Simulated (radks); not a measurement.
The chlorine anion Cl-, [Ar], held by a Watson sphere: a shell of charge +1 at radius R that stands for the Madelung well of a crystal (potential energy -1/R inside, -1/r outside, in hartree with lengths in bohr). All-electron calculation, scalar-relativistic Kohn-Sham, LB94 model potential, spin-unpolarised, spherical densities, finite nucleus; Fermi nuclear charge, rms radius of each element as measured or else 0.836 A^(1/3) + 0.57 fm. Program: a radial shooting solver on a logarithmic mesh with Libxc functionals. Response by self-consistent Sternheimer equations with the Hartree and adiabatic LDA kernel, the relativistic mass of each level held fixed and spin-orbit coupling left out. The sphere does not respond.

R (bohr)  e(2p) (eV)  e(3s) (eV)  e(3p) (eV)  <r> 3p (bohr)  sum of <r^2> (bohr^2)  X-ray form factor at sin(theta)/lambda = 0.1 1/angstrom  alpha (bohr^3)
2.01         -205.80     -25.588     -13.897          1.870                  32.56                                                   15.928           17.22
2.61         -205.11     -24.250     -12.732          1.929                  34.52                                                   15.833           20.68
3.9          -203.30     -22.025     -10.562          1.991                  36.83                                                   15.740           27.29
4.06         -203.09     -21.806     -10.343          1.995                  36.98                                                   15.734           27.92
4.13         -203.01     -21.713     -10.251          1.996                  37.04                                                   15.732           28.18
4.22         -202.90     -21.598     -10.135          1.998                  37.12                                                   15.730           28.50
